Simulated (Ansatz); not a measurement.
Reaction (ligand exchange at a Mg–O bond): `C[O][Mg][NH2]` + HBr → `[NH2][Mg][Br]` + CH₃OH

Isolated molecules relaxed with PBE0-D4/def2-TZVP in Ansatz; ΔE leaves out vibrations. CCSD(T)/CBS is the MP2 limit (def2-TZVPP, def2-QZVPP) plus CCSD(T) − MP2 in def2-TZVPP, frozen cores. This one scheme is used for every species. Functionals use def2-TZVPP. B3LYP here is the variant with VWN-RPA as its local correlation; programs differ in this. For Br, Mg outer-core shells are correlated without core-valence functions, which leaves a few kJ/mol of doubt a bond. Scalar relativity is left out up to krypton. One conformer a species, not always the lowest.

| level | ΔE (kJ/mol) |
| --- | --- |
| r2SCAN0-D4 | -102.4 |
| B3LYP | -92.5 |
| MP2/def2-TZVPP | -92.6 |
| MP2/CBS(def2) | -92.4 |

What does CCSD(T)/CBS give? (Estimate.)

Ansatz gave: -92.9 kJ/mol. The listed levels differ from it by -9.5, 0.4, 0.3, 0.5 kJ/mol.

Largest T1 diagnostic among the species: 0.010.

From PBE to PBE0 (25 % exact exchange), in def2-TZVPP and without D4, ΔE moves by −8.0 kJ/mol. At CCSD(T), def2-SVP lies +13.6 kJ/mol from the extrapolated value and def2-TZVPP −0.2 kJ/mol. Leaving LDA and LC-ωPBE aside and taking each functional with its dispersion term where it has one, the values, not all of them listed here, spread over 19.0 kJ/mol, from r2SCAN0-D4 to BLYP-D4. LDA lies +6.4 kJ/mol from PBE without D4.
